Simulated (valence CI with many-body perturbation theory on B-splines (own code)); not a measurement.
Values are calculated unless marked as measured or tabulated.
# Energy levels of Er36+

Level of theory: relativistic CI+MBPT: four valence electrons over a frozen Dirac-Fock core [Ar] 3d10, a basis of 11 s, 11 p, 10 d, 8 f, 5 g, 2 h functions for each j, with the one-electron correlation potential Σ1 (screened to all orders), the two-electron term Σ2, the three-electron term Σ3, Breit, model QED; selected single and double excitations, second order for the rest, scaled by the run's own slope (own B-spline code, finite nucleus).

The last digits are not significant, and no measured levels were compared; by estimate large intervals hold to a few tenths of a per cent, small ones and those within an open d or f shell to about a per cent. Among the levels kept, up to 390 cm⁻¹ of a level comes from second order outside the variational space, and about a tenth of that is noise between levels of different J, which matters for small intervals.

Levels 1 to 45 of 188, with energies above the lowest level, (4s^2 4p1/2^2) J=0. "Leading %" is the weight of the configuration and term that name the level; weights of strongly mixed levels are sums over their largest components and can fall short, so below about 35 % the name and the second component can differ from the true leading terms, or belong to a minority configuration. In the jj column 3d3/2^4 stands for four electrons in 3d with j = 3/2.

```csv
No.,Configuration,Term,J,E (eV),Leading %,g,Second component,Leading jj
1,4s2.4p2,3P,0,0.00,71,,28 % 4s2.4p2 1S,4s^2 4p1/2^2 (99 %)
2,4s2.4p2,3P,1,56.80,99,1.498,,4s^2 4p1/2 4p3/2 (99 %)
3,4s2.4p2,1D,2,60.56,62,1.185,37 % 4s2.4p2 3P,4s^2 4p1/2 4p3/2 (99 %)
4,4s2.4p2,3P,2,120.20,61,1.308,37 % 4s2.4p2 1D,4s^2 4p3/2^2 (98 %)
5,4s2.4p2,1S,0,128.45,71,,28 % 4s2.4p2 3P,4s^2 4p3/2^2 (98 %)
6,4s.4p3,3P°,2,137.95,42,1.601,36 % 4s.4p3 5S°,4s 4p1/2^2 4p3/2 (95 %)
7,4s.4p3,3D°,1,150.86,40,1.027,22 % 4s.4p3 1P°,4s 4p1/2^2 4p3/2 (91 %)
8,4s2.4p.4d,3F°,2,188.53,65,0.810,18 % 4s2.4p.4d 1D°,4s^2 4p1/2 4d3/2 (88 %)
9,4s.4p3,5S°,2,189.86,43,1.512,35 % 4s.4p3 3D°,4s 4p1/2 4p3/2^2 (82 %)
10,4s.4p3,3D°,3,197.09,82,1.308,10 % 4s2.4p.4d 3D°,4s 4p1/2 4p3/2^2 (82 %)
11,4s2.4p.4d,3D°,1,203.23,45,0.997,17 % 4s2.4p.4d 1P°,4s^2 4p1/2 4d3/2 (71 %)
12,4s.4p3,3P°,0,205.86,96,,,4s 4p1/2 4p3/2^2 (96 %)
13,4s.4p3,3D°,2,211.56,23,1.111,21 % 4s2.4p.4d 3P°,4s^2 4p1/2 4d5/2 (46 %)
14,4s.4p3,3P°,1,212.25,51,1.240,21 % 4s.4p3 1P°,4s 4p1/2 4p3/2^2 (83 %)
15,4s2.4p.4d,3F°,3,213.33,58,1.130,16 % 4s2.4p.4d 1F°,4s^2 4p1/2 4d5/2 (79 %)
16,4s.4p3,1D°,2,216.84,41,1.231,22 % 4s2.4p.4d 3P°,4s 4p1/2 4p3/2^2 (49 %)
17,4s.4p3,3S°,1,216.89,38,1.282,26 % 4s.4p3 3D°,4s 4p1/2 4p3/2^2 (83 %)
18,4s.4p3,3P°,2,257.38,29,1.377,22 % 4s2.4p.4d 3P°,4s 4p3/2^3 (55 %)
19,4s2.4p.4d,3P°,1,260.03,48,1.143,32 % 4s2.4p.4d 3D°,4s^2 4p3/2 4d3/2 (84 %)
20,4s2.4p.4d,3D°,2,260.12,37,1.020,37 % 4s2.4p.4d 1D°,4s^2 4p3/2 4d3/2 (80 %)
21,4s2.4p.4d,3P°,0,261.82,95,,,4s^2 4p3/2 4d3/2 (95 %)
22,4s2.4p.4d,3F°,3,262.35,35,1.142,33 % 4s2.4p.4d 3D°,4s^2 4p3/2 4d3/2 (85 %)
23,4s2.4p.4d,3F°,4,264.12,99,1.247,,4s^2 4p3/2 4d5/2 (99 %)
24,4s.4p2.4d,5F,1,271.26,49,0.388,31 % 4s.4p2.4d 3D,4s 4p1/2^2 4d3/2 (94 %)
25,4s.4p2.4d,5F,2,273.49,25,1.183,24 % 4s.4p2.4d 3D,4s 4p1/2^2 4d3/2 (86 %)
26,4s2.4p.4d,3P°,1,277.53,26,1.278,25 % 4s2.4p.4d 1P°,4s^2 4p3/2 4d5/2 (47 %)
27,4s2.4p.4d,3P°,2,279.33,28,1.311,20 % 4s.4p3 3P°,4s^2 4p3/2 4d5/2 (53 %)
28,4s2.4p.4d,1F°,3,280.99,51,1.156,46 % 4s2.4p.4d 3D°,4s^2 4p3/2 4d5/2 (88 %)
29,4s2.4p.4d,1P°,1,288.69,42,1.008,21 % 4s.4p3 1P°,4s^2 4p3/2 4d5/2 (50 %)
30,4p4,3P,2,288.98,35,1.232,16 % 4p4 1D,4p1/2^2 4p3/2^2 (51 %)
31,4s.4p2.4d,3D,3,289.06,26,1.369,26 % 4s.4p2.4d 5D,4s 4p1/2^2 4d5/2 (91 %)
32,4p4,1S,0,301.83,52,,35 % 4p4 3P,4p1/2^2 4p3/2^2 (86 %)
33,4s.4p2.4d,3F,2,303.88,25,1.046,22 % 4p4 3P,4s 4p1/2^2 4d5/2 (47 %)
34,4s.4p2.4d,5D,0,321.54,87,,12 % 4s.4p2.4d 3P,4s 4p1/2 4p3/2 4d3/2 (96 %)
35,4s.4p2.4d,5D,1,321.65,57,1.200,19 % 4s.4p2.4d 5F,4s 4p1/2 4p3/2 4d3/2 (96 %)
36,4s.4p2.4d,5F,2,322.25,44,1.129,18 % 4s.4p2.4d 5D,4s 4p1/2 4p3/2 4d3/2 (93 %)
37,4s.4p2.4d,5F,3,323.93,48,1.165,31 % 4s.4p2.4d 3F,4s 4p1/2 4p3/2 4d3/2 (90 %)
38,4s.4p2.4d,5F,4,329.35,42,1.215,27 % 4s.4p2.4d 3G,4s 4p1/2 4p3/2 4d3/2 (78 %)
39,4s.4p2.4d,5D,4,333.37,53,1.399,23 % 4s.4p2.4d 5F,4s 4p1/2 4p3/2 4d5/2 (93 %)
40,4s.4p2.4d,3F,2,335.80,64,0.892,11 % 4s.4p2.4d 5D,4s 4p1/2 4p3/2 4d3/2 (75 %)
41,4s.4p2.4d,3G,3,337.94,31,1.006,12 % 4s.4p2.4d 1F,4s 4p1/2 4p3/2 4d3/2 (78 %)
42,4s.4p2.4d,5P,3,338.12,31,1.273,14 % 4s.4p2.4d 3G,4s 4p1/2 4p3/2 4d3/2 (61 %)
43,4s.4p2.4d,5P,2,340.24,41,1.477,19 % 4s.4p2.4d 3P,4s 4p1/2 4p3/2 4d3/2 (70 %)
44,4s.4p2.4d,3P,1,340.58,31,1.486,19 % 4s.4p2.4d 5P,4s 4p1/2 4p3/2 4d3/2 (70 %)
45,4s.4p2.4d,3G,5,341.39,50,1.296,50 % 4s.4p2.4d 5F,4s 4p1/2 4p3/2 4d5/2 (96 %)
```

Where two levels of one J and parity lie close, their mixing, g and order are uncertain.

The ionisation energy to 4s2.4p 2P°_1/2 of the next ion comes out as 1626.6 eV (NIST: 1625 ± 5 eV (theoretical)). All 188 levels together are meant to be complete up to 511.80 eV.
